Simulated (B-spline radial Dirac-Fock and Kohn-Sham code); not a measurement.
## Total conversion coefficients of Hf against transition energy

Method: a Dirac-Hartree-Slater potential of the neutral atom with a Latter tail (no hole, which puts coefficients of high multipoles low close above an edge), finite nucleus with surface currents. Computed with a radial finite-basis atomic code. Subshells within 1 keV of threshold and pair formation are left out.

```csv
energy (keV),E1,E2,E3,E4,M1,M2
20,5.52,6760,971000,6.64e+07,77.9,15000
20.5,5.16,5980,837000,5.59e+07,72.4,13300
22.8,3.86,3520,442000,2.68e+07,52.7,8060
30.7,1.71,800,74700,3.49e+06,21.8,2010
50,0.445,72.5,4150,129000,5.15,219
53,0.378,54.5,2940,87300,4.34,169
67.1,1.00,18.6,740,18000,12.8,169
69.9,0.904,15.6,584,13700,11.4,144
88.1,0.499,5.94,155,2970,5.82,59.6
100,0.359,3.58,76.2,1300,4.04,36.9
116,0.244,2.02,33.7,496,2.64,21.2
117,0.239,1.96,32.2,470,2.57,20.6
126,0.197,1.48,21.6,292,2.08,15.6
157,0.111,0.667,6.89,73.5,1.12,7.03
200,0.0592,0.290,2.11,17.1,0.567,2.98
239,0.0377,0.162,0.937,6.18,0.346,1.61
240,0.0373,0.159,0.920,6.04,0.343,1.59
244,0.0358,0.151,0.856,5.51,0.327,1.50
437,0.00889,0.0275,0.0907,0.319,0.0686,0.227
464,0.00778,0.0235,0.0744,0.248,0.0586,0.189
500,0.00660,0.0195,0.0587,0.184,0.0483,0.150
536,0.00568,0.0164,0.0474,0.141,0.0403,0.122
716,0.00312,0.00833,0.0209,0.0515,0.0192,0.0524
992,0.00167,0.00418,0.00926,0.0195,0.00851,0.0213
1000,0.00164,0.00411,0.00909,0.0191,0.00834,0.0208
1020,0.00159,0.00395,0.00868,0.0181,0.00794,0.0198
1060,0.00148,0.00365,0.00794,0.0163,0.00723,0.0178
1310,0.00101,0.00241,0.00494,0.00938,0.00430,0.0102
2000,0.000498,0.00109,0.00204,0.00345,0.00155,0.00356
```

Problem. How fast do they fall between 1060 and 2000 keV?

Solution. As powers of the energy: E1 E^-1.71, E2 E^-1.90, E3 E^-2.14, E4 E^-2.44, M1 E^-2.42, M2 E^-2.54. Within one type (E or M) the higher multipoles fall faster.
